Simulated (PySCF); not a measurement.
# Induced dipoles and field energies

Compound: C6H9FO.
Structure used (GFN2-xTB), in Å, numbered top down from 1:
```xyz
17
C6H9FO angstrom
O     -2.1941   -1.0903    1.3980
C     -1.3553   -0.6840    0.6416
C     -1.4977    0.5146   -0.2770
C     -0.2711    0.4831   -1.1854
C      0.8069   -0.2395   -0.3654
C      1.5316    0.7292    0.5665
F      2.5339    0.0739    1.2398
C      0.0216   -1.2784    0.4369
H     -1.5198    1.4136    0.3423
H     -2.4418    0.4731   -0.8188
H      0.0464    1.4786   -1.4928
H     -0.4885   -0.0970   -2.0829
H      1.5568   -0.7088   -1.0066
H      2.0099    1.5410    0.0084
H      0.8609    1.1410    1.3272
H      0.4920   -1.5329    1.3862
H     -0.0987   -2.2053   -0.1281
```

Level: B3LYP/def2-SVPD (PySCF); nuclei fixed, core orbitals frozen in the response. Permanent dipole (0.816, 1.690, -3.032) D (1 au = 2.5417 D). Static polarisability (au):

```
x   77.10  1.16 -2.41
y    1.16 68.53 -5.63
z   -2.41 -5.63 67.66
```

Only the terms in μ and α are kept: μ(F) = μ + αF and ΔE = −μ·F − ½ F·αF.

Problem. What do fields of 0.154 V/Å (0.003 au) along the six axis directions do?

Solution. 
| field along | induced x (D) | induced y (D) | induced z (D) | total size (D) | −μ·F (kJ/mol) | −½F·αF (kJ/mol) |
| --- | --- | --- | --- | --- | --- | --- |
| +x | 0.588 | 0.009 | -0.018 | 3.763 | -2.529 | -0.911 |
| −x | -0.588 | -0.009 | 0.018 | 3.458 | +2.529 | -0.911 |
| +y | 0.009 | 0.523 | -0.043 | 3.877 | -5.237 | -0.810 |
| −y | -0.009 | -0.523 | 0.043 | 3.309 | +5.237 | -0.810 |
| +z | -0.018 | -0.043 | 0.516 | 3.111 | +9.396 | -0.799 |
| −z | 0.018 | 0.043 | -0.516 | 4.036 | -9.396 | -0.799 |

Problem. For the field (-0.0030, -0.0012, 0.0003) au, what is the induced dipole, and what angle does it make with the field?

Solution. αF = (-0.593, -0.222, 0.087) D, at 2.8° to the field. The polarisability along this direction, F·αF/F², is 77.44 au, against a mean of 71.10 au.

Problem. Which field along μ doubles the dipole in that direction (linear response)?

Solution. The polarisability along the dipole is 74.08 au, so F = 1.4029 au / 74.08 au = 0.0189 au = 0.97 V/Å; higher-order terms are ignored.

Problem. What field makes μF equal to kT at 100 K?

Solution. kT = 0.3167 × 10⁻³ Eh, so F = 0.000226 au = 1.16 MV/cm.

Problem. A unit point charge sits 12 Å away. Estimate the induction energy −αe²/2R⁴ with the mean polarisability, treating the molecule as a point.

Solution. R = 22.68 bohr, so the energy is −71.1/(2 × 22.68⁴) Eh = -0.353 kJ/mol. The charge–dipole term at its most favourable orientation, −μe/R², is -7.16 kJ/mol.

The structure is a single GFN2-xTB conformer in the gas phase; no vibrational or solvent corrections.

The run behind these numbers computed excited states as well. Hardware: one thread, Arm Neoverse V1, no GPU, shared host. Cost: 55 s of wall time.
